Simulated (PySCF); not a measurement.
Species: C3H5I.
Atom-mapped SMILES: `[CH2:1]=[CH:2][CH2:3][I:4]` (hydrogens: H5, H6 on C1; H7 on C2; H8, H9 on C3)

Method: PySCF, PBE0-D3(BJ)/def2-SVP geometry optimisation, gas phase, def2 core potentials past Kr; density fitting, grid level 1; the optimiser is geomeTRIC in internal coordinates, started from a GFN2-xTB structure with every atom displaced at random (about 0.01 Å).

Step 0: E = -11286.8824 eV
```
atom  x, y, z in Å  |  force x, y, z in eV/Å
C1     -1.8048    0.0434   -0.1731   -2.735   0.869  -0.643
C2     -0.6570    0.1061   -0.7830    1.843  -0.032  -0.490
C3      0.5777   -0.4046   -0.1840    0.398   0.730   0.250
I4      1.9909    1.2451    0.2813   -0.232  -0.287  -0.093
H5     -1.9467   -0.3601    0.7973    0.030  -0.550   1.210
H6     -2.7237    0.4457   -0.6518    0.467  -0.249   0.204
H7     -0.5411    0.5463   -1.7656   -0.158   0.205  -0.428
H8      0.4347   -0.9076    0.7599   -0.139  -0.241   0.582
H9      1.1493   -1.0324   -0.8404    0.526  -0.447  -0.591
```

Step 1: E = -11286.9864 eV
```
atom  x, y, z in Å  |  force x, y, z in eV/Å
C1     -1.8385    0.0812   -0.1734    0.214  -0.396   0.125
C2     -0.6435    0.1090   -0.7734   -0.180   0.157   0.034
C3      0.6057   -0.4027   -0.1747    0.113  -0.153  -0.007
I4      1.9815    1.2346    0.2703    0.023  -0.028   0.017
H5     -1.9678   -0.3620    0.8244    0.028   0.125  -0.115
H6     -2.7347    0.4311   -0.6805   -0.128   0.155  -0.052
H7     -0.5547    0.5604   -1.7683    0.011  -0.044  -0.028
H8      0.4500   -0.9267    0.7798    0.003   0.072  -0.080
H9      1.1813   -1.0431   -0.8635   -0.085   0.113   0.107
```

Task: Estimate the geometry and energy of step 2. (The exact step hangs on the optimiser's Hessian estimate; all steps are aligned on step 1, rigid shifts and turns removed.)

Result: E = -11286.9913 eV, largest force 0.164 eV/Å
```
atom  x, y, z in Å  |  force x, y, z in eV/Å
C1     -1.8304    0.0603   -0.1779   -0.088   0.040  -0.085
C2     -0.6450    0.1116   -0.7912   -0.036   0.004   0.160
C3      0.5995   -0.3977   -0.1766    0.090  -0.028  -0.088
I4      1.9823    1.2278    0.2879    0.005  -0.010   0.003
H5     -1.9411   -0.3609    0.8270    0.022   0.011  -0.020
H6     -2.7347    0.4400   -0.6608    0.004  -0.019   0.008
H7     -0.5599    0.5550   -1.7902    0.001  -0.025   0.017
H8      0.4291   -0.9154    0.7754   -0.010   0.018  -0.006
H9      1.1795   -1.0389   -0.8529    0.012   0.007   0.011
```

The energy changes by -0.0050 eV. The first-order estimate −F·Δx gives -0.0132 eV and the mean of the old and new forces, exact on a quadratic surface, -0.0049 eV. The step makes an angle of 71° with the force vector and moves no atom by more than 0.027 Å.

What follows is the cost of the whole optimisation. On an Intel Xeon Gold 6455B with one thread, on a shared host, this took 18 s and 0.39 GiB of memory at its peak.
